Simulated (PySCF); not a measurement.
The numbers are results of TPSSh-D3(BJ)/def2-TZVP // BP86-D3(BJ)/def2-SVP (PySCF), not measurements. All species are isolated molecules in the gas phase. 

Reference species: [Ti(Cl)4] (neutral, multiplicity 1).

```json
{
 "HOMO–LUMO gap": "4.60 eV",
 "mean_distance_from_the_central_atom_to_its_bonded_neighbours": "2.174 Å",
 "LUMO": "-4.32 eV"
}
```

Changed species: [Ti(Cl)2(Br)2] (2 of 4 Cl replaced by Br; the reference has 0 of 4 Cl replaced by Br).

Question: Give the shifts of the HOMO–LUMO gap, mean distance from the central atom to its bonded neighbours and LUMO.

Answer: the HOMO–LUMO gap falls by 0.60 eV, to 4.00 eV; the mean distance from the central atom to its bonded neighbours rises by 0.076 Å, to 2.250 Å; the LUMO rises by 0.03 eV, to -4.29 eV.
